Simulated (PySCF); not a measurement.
Species: C8H11P.
Numbering: `[CH3:1][c:2]1[cH:3][cH:4][p:5][c:6]([CH3:7])[c:8]1[CH3:9]` (hydrogens: H10, H11, H12 on C1; H13 on C3; H14 on C4; H15, H16, H17 on C7; H18, H19, H20 on C9)

The same species was optimised twice, with GFN2-xTB and with PBE0-D3(BJ)/def2-SVP (PySCF), and the same property calculations (PySCF, gas phase) were run on both structures.

```csv
coordinate,GFN2-xTB,PBE0-D3(BJ)/def2-SVP,change
C6–C8 (Å),1.391,1.406,+0.015
C2–C8 (Å),1.403,1.415,+0.012
C3–C4 (Å),1.376,1.387,+0.011
C2–C3 (Å),1.389,1.399,+0.010
P5–C6 (Å),1.747,1.749,+0.002
C6–C7 (Å),1.507,1.508,+0.001
C4–P5 (Å),1.727,1.729,+0.002
C8–C9 (Å),1.505,1.507,+0.002
C1–C2 (Å),1.502,1.502,0.000
C4–P5–C6 (°),100.7,101.3,+0.6
P5–C6–C7 (°),114.0,114.5,+0.5
C6–C8–C9 (°),119.5,119.9,+0.4
C1–C2–C3 (°),117.8,118.2,+0.4
C1–C2–C8 (°),119.9,119.7,-0.2
C7–C6–C8 (°),120.9,120.6,-0.3
C2–C8–C9 (°),117.8,117.6,-0.2
P5–C6–C8 (°),125.0,124.8,-0.2
```

Rotational constants: A = 1887, B = 1435, C = 828.0 MHz (GFN2-xTB) against A = 1868, B = 1420, C = 819.0 MHz (PBE0-D3(BJ)/def2-SVP).

On the GFN2-xTB structure: HOMO (eV) -6.61 [PBE0/pcSseg-1]; LUMO (eV) -1.15 [PBE0/pcSseg-1]; dipole (D) 2.44 [PBE0/pcSseg-1]; GIAO shielding of C1 (ppm) 160.2 [PBE0/pcSseg-1]; GIAO shielding of C2 (ppm) 43.0 [PBE0/pcSseg-1]; GIAO shielding of C3 (ppm) 47.4 [PBE0/pcSseg-1]; GIAO shielding of C4 (ppm) 23.4 [PBE0/pcSseg-1]; GIAO shielding of P5 (ppm) 99.8 [PBE0/pcSseg-1]; GIAO shielding of C6 (ppm) 10.7 [PBE0/pcSseg-1]; GIAO shielding of C7 (ppm) 159.1 [PBE0/pcSseg-1]; GIAO shielding of C8 (ppm) 41.0 [PBE0/pcSseg-1].

**Question.** What do these properties become on the PBE0-D3(BJ)/def2-SVP structure?

**Answer.** 
```
                                    property          level  on GFN2-xTB  on PBE0-D3(BJ)/def2-SVP  change
                                   HOMO (eV)  PBE0/pcSseg-1        -6.61                    -6.63   -0.02
                                   LUMO (eV)  PBE0/pcSseg-1        -1.15                    -1.18   -0.03
                                  dipole (D)  PBE0/pcSseg-1         2.44                     2.46   +0.02
energy, GFN2-xTB geometry as zero (kcal/mol)  PBE0/pcSseg-1          0.0                     -0.4    -0.4
                  GIAO shielding of C1 (ppm)  PBE0/pcSseg-1        160.2                    158.6    -1.6
                  GIAO shielding of C2 (ppm)  PBE0/pcSseg-1         43.0                     40.4    -2.6
                  GIAO shielding of C3 (ppm)  PBE0/pcSseg-1         47.4                     44.5    -2.9
                  GIAO shielding of C4 (ppm)  PBE0/pcSseg-1         23.4                     22.4    -1.0
                  GIAO shielding of P5 (ppm)  PBE0/pcSseg-1         99.8                     97.2    -2.6
                  GIAO shielding of C6 (ppm)  PBE0/pcSseg-1         10.7                      9.7    -1.0
                  GIAO shielding of C7 (ppm)  PBE0/pcSseg-1        159.1                    157.7    -1.4
                  GIAO shielding of C8 (ppm)  PBE0/pcSseg-1         41.0                     37.8    -3.2
```

The heavy atoms differ by 0.025 Å rms after alignment. Among bonds between heavy atoms C6–C8 changes most (+0.015 Å). Changes are differences of the printed values. Neither structure is proved a minimum here.
